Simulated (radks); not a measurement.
P IV, 12 electrons, occupied as [Ne] 3s2.

Calculated with a radial shooting solver on a logarithmic mesh with Libxc functionals: non-relativistic Kohn-Sham, r2SCAN, spin-polarised, spherical densities, point nucleus; meta-GGA in the generalised Kohn-Sham scheme.

Energy parts (eV):
| part | energy |
|---|---|
| total | -9224.931 |
| kinetic | 9214.104 |
| electron-nucleus | -21506.854 |
| Hartree | 3668.972 |
| exchange-correlation | -601.152 |

Orbitals (lengths in bohr, moments of r in powers of bohr):
[
 {"orbital": "1s", "occ.": "2", "eigenvalue (eV)": "-2129.894", "<r^2>": "0.01454"},
 {"orbital": "2s", "occ.": "2", "eigenvalue (eV)": "-215.8886", "<r^2>": "0.3196"},
 {"orbital": "2p", "occ.": "6", "eigenvalue (eV)": "-165.4443", "<r^2>": "0.2917"},
 {"orbital": "3s", "occ.": "2", "eigenvalue (eV)": "-45.7099", "<r^2>": "3.229"},
 {"orbital": "3p", "occ.": "0", "eigenvalue (eV)": "-35.0414", "<r^2>": "3.873"}
]

The highest occupied level is 3s at -45.710 eV. For comparison, the ionisation energy in NIST's Atomic Spectra Database is 51.444 eV (measured). In exact Kohn-Sham theory the highest level is minus the ionisation energy, but local and semilocal functionals leave it too shallow, through self-interaction and a potential that decays too fast; potentials with the right tail come closer. Summed over all electrons, <r^2> = 8.876 bohr^2, which gives a Langevin (diamagnetic) susceptibility term of -7.03 x 10^-6 cm^3/mol.
